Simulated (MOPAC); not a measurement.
MOPAC input (MNDO):

```
MNDO 1SCF UHF MS=0.5 GEO-OK AUX(PRECISION=9) THREADS=1
CH4BS2

C    -1.61566600 1   -0.23967700 1    0.96882900 1
B    -0.32427600 1   -0.05275300 1    0.19743200 1
S    -0.17509400 1    1.43482000 1   -0.83178000 1
S     1.05009100 1   -1.23455700 1    0.26190600 1
H    -2.43084100 1    0.47423000 1    0.92228500 1
H    -1.80090800 1   -1.09386400 1    1.61005700 1
H     1.05914000 1    1.23052800 1   -1.32346200 1
H     0.48802200 1   -2.11326700 1    1.10897500 1
```

From the output:

```
                                                       MOPAC v23.2.5 Linux

          FINAL HEAT OF FORMATION =         -8.33331 KCAL/MOL =     -34.86659 KJ/MOL

          COSMO AREA              =        124.08 SQUARE ANGSTROMS
          COSMO VOLUME            =        114.00 CUBIC ANGSTROMS

          IONIZATION POTENTIAL    =          9.701182 EV
          ALPHA SOMO LUMO (EV)    =         -9.759  0.437
          BETA  SOMO LUMO (EV)    =         -9.701 -1.065
          NO. OF ALPHA ELECTRONS  =         12
          NO. OF BETA  ELECTRONS  =         11
          MOLECULAR WEIGHT        =         90.9726         POINT GROUP:  Cs

          MOLECULAR DIMENSIONS (Angstroms)

            Atom       Atom       Distance
            H     7    H     6     4.71044
            H     8    H     5     3.88664
            C     1    S     3     0.00000

          SCF CALCULATIONS        =          1

   ATOM   CHEMICAL          X               Y               Z
  NUMBER   SYMBOL      (ANGSTROMS)     (ANGSTROMS)     (ANGSTROMS)

     1       C         -1.61566600  *  -0.23967700  *   0.96882900  *
     2       B         -0.32427600  *  -0.05275300  *   0.19743200  *
     3       S         -0.17509400  *   1.43482000  *  -0.83178000  *
     4       S          1.05009100  *  -1.23455700  *   0.26190600  *
     5       H         -2.43084100  *   0.47423000  *   0.92228500  *
     6       H         -1.80090800  *  -1.09386400  *   1.61005700  *
     7       H          1.05914000  *   1.23052800  *  -1.32346200  *
     8       H          0.48802200  *  -2.11326700  *   1.10897500  *

                             CARTESIAN COORDINATES

   1    C       -1.615666000    -0.239677000     0.968829000
   2    B       -0.324276000    -0.052753000     0.197432000
   3    S       -0.175094000     1.434820000    -0.831780000
   4    S        1.050091000    -1.234557000     0.261906000
   5    H       -2.430841000     0.474230000     0.922285000
   6    H       -1.800908000    -1.093864000     1.610057000
   7    H        1.059140000     1.230528000    -1.323462000
   8    H        0.488022000    -2.113267000     1.108975000

           Empirical Formula: C H4 B S2  =     8 atoms

      MOLECULAR POINT GROUP   :   Cs

          ALPHA EIGENVALUES
 -31.57123 -24.41963 -22.75812 -17.79510 -15.62728 -14.95183 -13.65069 -12.40889
 -12.01578 -11.71488 -10.02151  -9.75933   0.43657   0.96043   1.60310   1.71480
   3.12320   4.49184   4.62317   5.38656

           BETA EIGENVALUES
 -30.17998 -24.20471 -22.67440 -17.66456 -15.51089 -14.77506 -13.52495 -12.26985
 -11.68424 -11.32413  -9.70118  -1.06549   0.57562   1.62055   1.75783   2.28851
   3.18482   4.90189   4.96916   5.93569

              NET ATOMIC CHARGES AND DIPOLE CONTRIBUTIONS

  ATOM NO.   TYPE          CHARGE      No. of ELECS.   s-Pop       p-Pop
    1          C          -0.018009        4.0180     1.26736     2.75065
    2          B          -0.305369        3.3054     1.26868     2.03669
    3          S           0.151043        5.8490     1.82833     4.02063
    4          S           0.132765        5.8672     1.82972     4.03752
    5          H           0.045027        0.9550     0.95497
    6          H           0.030023        0.9700     0.96998
    7          H          -0.017539        1.0175     1.01754
    8          H          -0.017941        1.0179     1.01794
 DIPOLE           X         Y         Z       TOTAL
 POINT-CHG.     0.241     0.375    -0.362     0.575
 HYBRID        -0.636    -1.284     1.144     1.834
 SUM           -0.394    -0.909     0.782     1.263

          ATOMIC ORBITAL ELECTRON POPULATIONS

     Atom    s        px        py        pz
    1  C   1.26736   0.93150   0.91298   0.90617
    2  B   1.26868   0.75102   0.70147   0.58420
    3  S   1.82833   1.17336   1.33702   1.51024
    4  S   1.82972   1.29690   1.21009   1.53053
    5  H   0.95497
    6  H   0.96998
    7  H   1.01754
    8  H   1.01794

                    (SZ)    =    0.500000
                    (S**2)  =    0.759932

          ATOMIC ORBITAL SPIN POPULATIONS

    Atom   Total    s     px     py     pz
         Atomic
    1  C  1.0008  0.047  0.169  0.249  0.536
    2  B -0.0076 -0.009 -0.014  0.005  0.010
    3  S  0.0601  0.002  0.011  0.012  0.035
    4  S  0.0479  0.002  0.004  0.012  0.030
    5  H -0.0473 -0.047
    6  H -0.0472 -0.047
    7  H -0.0039 -0.004
    8  H -0.0029 -0.003

 **********************
 *                    *
 * JOB ENDED NORMALLY *
 *                    *
 **********************

 == MOPAC DONE ==
```

The geometry given is a B3LYP-D3(BJ)/def2-TZVP minimum.
